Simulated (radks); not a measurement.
Coulomb parameter of the 4f shell of the dysprosium ion Dy+ in the model configuration [Xe] 4f10 6s1, as a second difference U = [E(n + 0.5) + E(n - 0.5) - 2 E(n)] / (0.5)^2 with all orbitals relaxed. "Bare": the charge of the atom changes with n. "Screened": the 6s shell takes up the change at fixed total charge, which measures U(4f,4f) + U(6s,6s) - 2 U(4f,6s). Method: scalar-relativistic Kohn-Sham, r2SCAN, spin-unpolarised, spherical densities, finite nucleus; meta-GGA in the generalised Kohn-Sham scheme; Fermi nuclear charge, rms radius 5.2218 fm; computed with a radial shooting solver on a logarithmic mesh with Libxc functionals.

\begin{tabular}{lrr}
case & configuration & E - E(n) (eV) \\ \hline
start & [Xe] 4f10 6s1 & 0.000 \\
bare +0.5 & [Xe] 4f10.5 6s1 & -2.989 \\
bare -0.5 & [Xe] 4f9.5 6s1 & 6.617 \\
screened +0.5 & [Xe] 4f10.5 6s0.5 & 0.301 \\
screened -0.5 & [Xe] 4f9.5 6s1.5 & 1.119 \\
\end{tabular}

U(bare) = 14.510 eV, U(screened by 6s) = 5.681 eV, against the Slater integral F0(4f,4f) = 29.675 eV with frozen orbitals.
